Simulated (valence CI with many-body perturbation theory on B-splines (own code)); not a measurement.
## Er63+: electric-dipole lines

Calculated by relativistic CI+MBPT: three valence electrons over a frozen Dirac-Fock core [He], a basis of 11 s, 11 p, 9 d, 7 f, 5 g, 2 h, 1 i functions for each j, with the one-electron correlation potential Σ1 (screened to all orders), the two-electron term Σ2, the three-electron term Σ3, Breit, model QED; selected single and double excitations, second order for the rest (own B-spline code, finite nucleus).

The last digits are not significant, and no measured levels were compared; by estimate large intervals hold to a few tenths of a per cent, small ones and those within an open d or f shell to about a per cent.

Lines 101 to 150 of 276 in falling wavelength, among levels below 10675 eV, chosen from the strongest by gf and those to the six lowest levels. Wavelengths and rates use the calculated energies. Electric multipoles are in the length gauge, E1 and E2 with the static RPA response of the core. Weak lines are less certain than strong ones. Lines between different terms over intervals too small for the method are left out, as are lines whose strength nearly cancels. The highest levels of a list are the least certain.

Levels are named by their leading jj configuration (3d3/2^4 stands for four electrons in 3d with j = 3/2), which in mixed levels can hold well under half, so a name can repeat and another be missing. Letters in brackets count levels of one name in rising energy.

```csv
λ vac (Å),Upper,Lower,A (s⁻¹),S (a.u.)
9.705,(2s 2p3/2^2) J=1/2,(2s^2 2p3/2) J=3/2,4.58e+12,4.14e-03
9.699,(2s 2p3/2^2) J=3/2,(2s^2 2p3/2) J=3/2,8.33e+12,1.50e-02
9.632,(2p1/2 2p3/2^2) J=5/2,(2s 2p1/2 2p3/2) J=5/2,3.74e+12,9.91e-03
9.511,(2p1/2 2p3/2^2) J=3/2,(2s 2p1/2 2p3/2) J=3/2 [a],4.10e+12,6.96e-03
9.351,(2p1/2 2p3/2^2) J=5/2,(2s 2p1/2 2p3/2) J=3/2 [a],8.01e+10,1.94e-04
9.002,(2p1/2 2p3/2^2) J=1/2,(2s 2p1/2 2p3/2) J=3/2 [a],7.60e+10,5.48e-05
5.449,(2s 2p3/2^2) J=3/2,(2s^2 2p1/2) J=1/2,3.92e+10,1.25e-05
1.626,(2s 2p1/2 3s) J=1/2 [a],(2s 2p1/2 2p3/2) J=1/2,5.86e+12,2.48e-05
1.620,(2s^2 3p1/2) J=1/2,(2s 2p1/2 2p3/2) J=3/2 [a],1.41e+12,5.93e-06
1.620,(2s 2p1/2 3s) J=3/2,(2s 2p1/2 2p3/2) J=1/2,3.70e+12,3.11e-05
1.616,(2p1/2 2p3/2 3s) J=5/2,(2p1/2 2p3/2^2) J=5/2,7.13e+13,8.90e-04
1.614,(2s 2p1/2 3s) J=1/2 [b],(2s 2p1/2 2p3/2) J=1/2,5.57e+13,2.31e-04
1.614,(2p1/2 2p3/2 3s) J=3/2 [b],(2p1/2 2p3/2^2) J=5/2,1.01e+14,8.41e-04
1.607,(2s 2p3/2 3s) J=5/2,(2s 2p3/2^2) J=5/2,7.41e+13,9.11e-04
1.607,(2s 2p1/2 3s) J=3/2,(2s 2p1/2 2p3/2) J=5/2,1.17e+14,9.56e-04
1.604,(2s 2p1/2 3s) J=1/2 [a],(2s 2p1/2 2p3/2) J=3/2 [a],1.34e+14,5.47e-04
1.602,(2s^2 3s) J=1/2,(2s^2 2p3/2) J=3/2,1.50e+14,6.08e-04
1.602,(2s 2p3/2 3s) J=3/2 [a],(2s 2p3/2^2) J=5/2,1.15e+14,9.33e-04
1.599,(2s 2p1/2 3s) J=3/2,(2s 2p1/2 2p3/2) J=3/2 [a],9.52e+12,7.68e-05
1.593,(2s 2p1/2 3s) J=1/2 [b],(2s 2p1/2 2p3/2) J=3/2 [a],2.60e+12,1.04e-05
1.544,(2s 2p1/2 3p1/2) J=1/2 [b],(2s^2 2p3/2) J=3/2,1.50e+12,5.46e-06
1.542,(2s 2p1/2 3d3/2) J=3/2 [a],(2s 2p1/2 2p3/2) J=1/2,6.89e+12,4.99e-05
1.537,(2p1/2 2p3/2 3d3/2) J=5/2 [a],(2p1/2 2p3/2^2) J=5/2,7.34e+13,7.89e-04
1.535,(2p1/2^2 3d3/2) J=3/2,(2p1/2^2 2p3/2) J=3/2,1.88e+14,1.34e-03
1.535,(2p1/2^2 3p1/2) J=1/2,(2s 2p1/2 2p3/2) J=3/2 [a],1.19e+12,4.26e-06
1.533,(2s 2p1/2 3d3/2) J=3/2 [b],(2s 2p1/2 2p3/2) J=1/2,1.28e+13,9.11e-05
1.532,(2s 2p1/2 3d3/2) J=1/2,(2s 2p1/2 2p3/2) J=1/2,9.47e+13,3.36e-04
1.530,(2p1/2 2p3/2 3d3/2) J=3/2 [b],(2p1/2 2p3/2^2) J=5/2,1.45e+14,1.03e-03
1.530,(2s 2p1/2 3d3/2) J=3/2 [a],(2s 2p1/2 2p3/2) J=5/2,5.05e+12,3.57e-05
1.525,(2s 2p1/2 3d5/2) J=5/2 [a],(2s 2p1/2 2p3/2) J=3/2 [b],1.09e+14,1.15e-03
1.525,(2s 2p3/2 3d3/2) J=5/2 [b],(2s 2p3/2^2) J=3/2,1.02e+14,1.07e-03
1.524,(2s 2p1/2 3d3/2) J=5/2,(2s 2p1/2 2p3/2) J=5/2,1.88e+14,1.97e-03
1.523,(2s 2p3/2 3d3/2) J=1/2 [b],(2s 2p3/2^2) J=1/2,3.05e+14,1.06e-03
1.523,(2s 2p3/2 3d3/2) J=5/2 [a],(2s 2p3/2^2) J=5/2,9.64e+13,1.01e-03
1.522,(2s 2p1/2 3d3/2) J=3/2 [a],(2s 2p1/2 2p3/2) J=3/2 [a],9.21e+13,6.41e-04
1.522,(2s 2p3/2 3d3/2) J=3/2 [a],(2s 2p3/2^2) J=5/2,1.75e+14,1.22e-03
1.521,(2s 2p1/2 3d3/2) J=3/2 [b],(2s 2p1/2 2p3/2) J=5/2,4.33e+13,3.01e-04
1.521,(2s 2p3/2 3d5/2) J=3/2 [a],(2s 2p3/2^2) J=3/2,5.12e+14,3.56e-03
1.521,(2s 2p3/2 3d5/2) J=3/2 [a],(2s 2p3/2^2) J=1/2,4.20e+14,2.92e-03
1.519,(2s 2p3/2 3d5/2) J=1/2,(2s 2p3/2^2) J=1/2,8.54e+14,2.96e-03
1.519,(2p1/2 2p3/2 3d5/2) J=5/2 [a],(2p1/2 2p3/2^2) J=5/2,3.24e+14,3.36e-03
1.518,(2s^2 3d3/2) J=3/2,(2s^2 2p3/2) J=3/2,1.97e+14,1.36e-03
1.518,(2p1/2^2 3d5/2) J=5/2,(2p1/2^2 2p3/2) J=3/2,1.06e+15,1.10e-02
1.518,(2s 2p1/2 3d5/2) J=5/2 [b],(2s 2p1/2 2p3/2) J=3/2 [b],8.62e+14,8.93e-03
1.518,(2s 2p1/2 3d5/2) J=3/2,(2s 2p1/2 2p3/2) J=3/2 [b],1.88e+14,1.30e-03
1.517,(2s 2p1/2 3d5/2) J=3/2,(2s 2p1/2 2p3/2) J=1/2,8.34e+14,5.75e-03
1.517,(2s 2p1/2 3d3/2) J=5/2,(2s 2p1/2 2p3/2) J=3/2 [a],2.07e+13,2.14e-04
1.516,(2p1/2 2p3/2 3d5/2) J=5/2 [b],(2p1/2 2p3/2^2) J=5/2,5.61e+14,5.78e-03
1.515,(2p1/2 2p3/2 3d5/2) J=3/2,(2p1/2 2p3/2^2) J=3/2,7.32e+14,5.02e-03
1.515,(2p1/2 2p3/2 3d5/2) J=5/2 [a],(2p1/2 2p3/2^2) J=3/2,7.44e+14,7.65e-03
```
